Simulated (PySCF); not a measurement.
# Excitation energy of C⁺ by level of theory

C⁺ [He] 2s2 2p1 (2P) → C⁺ [He] 2s2 3d1 (2D), as a difference of total energies. Calculation: PySCF 2.14, in x2c-QZVPPall with one added diffuse shell each of s, p, d, f type (8s5p4d3f1g, 73 functions); the spin-free X2C one-electron Hamiltonian (Gaussian nucleus). Correlated levels: valence and next inner shell: nothing frozen. The calculations carry no spin-orbit coupling.

| method | excitation energy (eV) |
| --- | --- |
| UHF | 18.280 |
| MP2 (valence and next inner shell) | 18.255 |
| SCS-MP2 (valence and next inner shell) | 18.228 |
| CCSD (valence and next inner shell) | 18.301 |
| CCSD(T) (valence and next inner shell) | 18.298 |

Errors of the correlated levels include the incompleteness of this basis.

The promoted electron is Rydberg-like, and one or two diffuse shells describe it only roughly, which tends to raise the upper state.

The coupled-cluster amplitudes are large for the upper state (T1 above 0.03 or a double amplitude above 0.15), so a single reference is strained.

For comparison: 18.041 eV (measured; NIST levels, between the centres of gravity of the two terms).
